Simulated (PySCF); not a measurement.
**1,1,1,2-tetrafluorochloroethane: full NMR table**

* Formula: C2HClF4
* SMILES: F[C@H](Cl)C(F)(F)F
* Point group of the computed structure: C1
* Degrees of unsaturation: 0
* Carbon signals: 2
* Proton signals: 1

Molfile (atoms numbered from 1):
```
C2HClF4
     RDKit          3D

  8  7  0  0  0  0  0  0  0  0999 V2000
    0.3756    1.7120    0.0865 F   0  0  0  0  0  0  0  0  0  0  0  0
    0.1692    0.4720    0.5750 C   0  0  2  0  0  0  0  0  0  0  0  0
    1.6265   -0.1388    1.3385 Cl  0  0  0  0  0  0  0  0  0  0  0  0
   -0.2600   -0.4384   -0.5813 C   0  0  0  0  0  0  0  0  0  0  0  0
    0.6700   -0.5236   -1.5203 F   0  0  0  0  0  0  0  0  0  0  0  0
   -0.5307   -1.6597   -0.1292 F   0  0  0  0  0  0  0  0  0  0  0  0
   -1.3695    0.0581   -1.1300 F   0  0  0  0  0  0  0  0  0  0  0  0
   -0.6252    0.5004    1.3223 H   0  0  0  0  0  0  0  0  0  0  0  0
  1  2  1  0
  2  3  1  0
  2  4  1  0
  4  5  1  0
  4  6  1  0
  4  7  1  0
  2  8  1  1
M  END
```

- PBE0/pcSseg-2 with gauge-including orbitals
- PBE0-D3(BJ)/def2-TZVP geometry
- code: PySCF 2.14
- non-relativistic, single conformer, gas phase, one averaged value for each set of equivalent atoms

Scale: $^{1}$H (σ = 31.52 ppm), $^{13}$C (σ = 186.03 ppm) against TMS; $^{19}$F (σ = 174.31 ppm) against CFCl3 (reference shieldings calculated alike).

| carbon | δC, type | δH (multiplicity) | HMBC from (2–3 bonds) | span of the C tensor (ppm) |
| --- | --- | --- | --- | --- |
| C2 | 105.4, CH | 6.17 (m) | – | 74 |
| C4 | 132.6, C | – | H8 | 16 |

Other nuclei:
```tsv
atoms	nucleus	environment	δ (ppm)	σ (ppm)
F5/F6/F7	$^{19}$F	fluorine of a CF3 group	-93.7	268.0
F1	$^{19}$F	fluorine on an sp3 carbon	-171.0	345.3
```

1. Carbon types of the structure: 1 × C, 1 × CH, which accounts for all hydrogens.
2. δC 132.6: CF3 carbon; 3 electronegative neighbours deshield it.
3. δC 105.4: sp3 CH bonded to Cl and F; 2 electronegative neighbours deshield it.
4. δH 6.17: hydrogen on an sp3 CH bonded to Cl and F; its carbon carries Cl and F, an electronegative neighbour.

Carbons that carry Cl, above all several Cl atoms, come out too deshielded, partly because spin–orbit coupling is missing. Splittings by $^{19}$F in the carbon and heteronuclear signals aren't shown, as no couplings were computed. Shifts are as computed. Against solution values, carbons near 30 ppm lie about +3 ppm off and those near 130 ppm about +9 ppm; carbons on Cl a further +4 ppm. Of 1211 compounds with measured shifts, 218 miss one by over three times the rms of a fit or turn the order of signals round; such compounds aren't used in these exercises. Unscaled 19F shifts against computed CFCl3 carry errors that often reach 10 to 50 ppm.
